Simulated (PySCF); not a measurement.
# LDA on La⁺ (lanthanum, charge +1)

Configuration: [Xe] 5d2, high-spin 3F determinant. Computed with PySCF 2.14 in def2-SVP with the def2 core potential (46 electrons) (6s3p2d1f, 32 functions), with a scalar-relativistic core potential.

```
Total energy                : -31.1730 hartree
One-electron energy         : -49.9327 hartree
Hartree (Coulomb) energy    : 22.7852 hartree
Exchange-correlation energy : -4.0256 hartree
⟨S²⟩                        : 2.0004
⟨L²⟩                        : 12.002
Sum of ⟨r⟩                  : 20.27 bohr
Sum of ⟨r²⟩                 : 49.03 bohr²
Time after the integrals    : 0.21 s of wall time on 1 thread of Neoverse-N1 (shared host)
```

| shell | electrons | mean orbital energy (eV) | rms radius, mean of both spins (bohr) |
| --- | --- | --- | --- |
| 5s α | 1 | -43.946 | 1.68 |
| 5s β | 1 | -43.340 | 1.68 |
| 5p α | 3 | -26.907 | 1.95 |
| 5p β | 3 | -26.161 | 1.95 |
| 5d α | 2 | -7.780 | 3.20 |

Energies and moments cover only the electrons outside the core potential. Spin-orbit coupling, absent here, splits the open shell strongly.
